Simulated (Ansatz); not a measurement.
```yaml
crystal:
  periodic: [false, false, false]
  atoms:
    - {symbol: B, position_ang: [-1.045107, 0.632697, -1.203698]}
    - {symbol: Sn, position_ang: [0.801255, 0.362437, 0.288253]}
    - {symbol: O, position_ang: [0.966249, -1.792948, 0.733718]}
    - {symbol: H, position_ang: [-1.907015, -0.203573, -1.407482]}
    - {symbol: H, position_ang: [-1.161411, 1.541181, -1.568006]}
    - {symbol: H, position_ang: [0.362879, 0.999789, 2.050728]}
    - {symbol: H, position_ang: [2.289767, 0.604650, -0.123307]}
    - {symbol: H, position_ang: [0.099523, -2.143374, 0.847391]}
basis:
  gaussian: {orbitals: def2-TZVPP, final_grid: {core_spheres: 1, valence_spheres: 1, degree: 5}}
hamiltonian: {xc: {name: wB97M-V}}
correlation: {electrons: outside_noble_gas, diis_vectors: 2}
scf: {lower_state_search: off}
```

```sh
$ ansatz run in.yaml --threads 2 --pin off --events-out ev --progress --plain --max-ram 4352MiB
```

(1) How does Ansatz answer? (An estimate is asked.)

Answers

(1) Computed: The program refused the input.
```
Error: invalid value for `correlation`: name a method or an active space
```
